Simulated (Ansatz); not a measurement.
Cu₂Br⁺, 3 atoms. Hardware: 4 threads of Arm Neoverse V2 on a shared host.

Correlated methods freeze 27 core orbitals; core or outer-core shells of Br are correlated, in sets that lack core-valence functions.

Q: How many basis functions does each of these Ansatz runs have, and roughly what does it cost? revPBE-D4/def2-TZVP, charge 1 quintet, energy, from earlier orbitals; PBE-D4/def2-SVP, charge 1 singlet, energy, from earlier orbitals; PBE0-D4/def2-SVP, charge 1 quintet, energy with a search over starts; PBE0-D4/def2-TZVP, charge 1 triplet, energy, from earlier orbitals; r2SCAN-D4/def2-TZVP, charge 0 doublet at the geometry of the charge 1 singlet, energy, from earlier orbitals; PBE0-D4/def2-TZVP, charge 1 singlet, energy, from earlier orbitals; PBE0-D4/def2-SVP, charge 1 singlet, energy, from earlier orbitals; PBE-QIDH/def2-TZVP, charge 1 singlet, energy, from earlier orbitals; PBE-D4/def2-TZVP, charge 1 triplet, energy, from earlier orbitals; PBE0-D4/def2-TZVP, charge 1 unrestricted singlet, energy, from earlier orbitals; PBE-D4/def2-TZVP, charge 1 unrestricted singlet, energy, from earlier orbitals; RPA@PBE/def2-TZVP, charge 1 triplet, energy, from earlier orbitals.

A: Other jobs shared the machine, so times can vary by a factor of up to 3. A dash marks memory too small to be measured apart from the calling script's.

| run | functions | fitting or Cholesky vectors | wall time | peak host memory (GiB) |
| --- | --- | --- | --- | --- |
| PBE-D4/def2-SVP, charge 1 singlet, energy, from earlier orbitals | 94 | 1113 | 0.9 s | – |
| PBE0-D4/def2-SVP, charge 1 singlet, energy, from earlier orbitals | 94 | 998 | 1.3 s | – |
| PBE-D4/def2-TZVP, charge 1 unrestricted singlet, energy, from earlier orbitals | 138 | 1282 | 1.9 s | – |
| PBE0-D4/def2-TZVP, charge 1 singlet, energy, from earlier orbitals | 138 | 1270 | 2.1 s | – |
| PBE-QIDH/def2-TZVP, charge 1 singlet, energy, from earlier orbitals | 138 | 1270 | 3.4 s | – |
| PBE0-D4/def2-TZVP, charge 1 unrestricted singlet, energy, from earlier orbitals | 138 | 1270 | 4.4 s | – |
| r2SCAN-D4/def2-TZVP, charge 0 doublet at the geometry of the charge 1 singlet, energy, from earlier orbitals | 138 | 1282 | 5.5 s | – |
| PBE0-D4/def2-TZVP, charge 1 triplet, energy, from earlier orbitals | 138 | 1270 | 7.5 s | 0.55 |
| PBE-D4/def2-TZVP, charge 1 triplet, energy, from earlier orbitals | 138 | 1282 | 12 s | – |
| PBE0-D4/def2-SVP, charge 1 quintet, energy with a search over starts | 94 | 998 | 14 s | – |
| revPBE-D4/def2-TZVP, charge 1 quintet, energy, from earlier orbitals | 138 | 1282 | 14 s | – |
| RPA@PBE/def2-TZVP, charge 1 triplet, energy, from earlier orbitals | 138 | 1270 | 15 s | – |
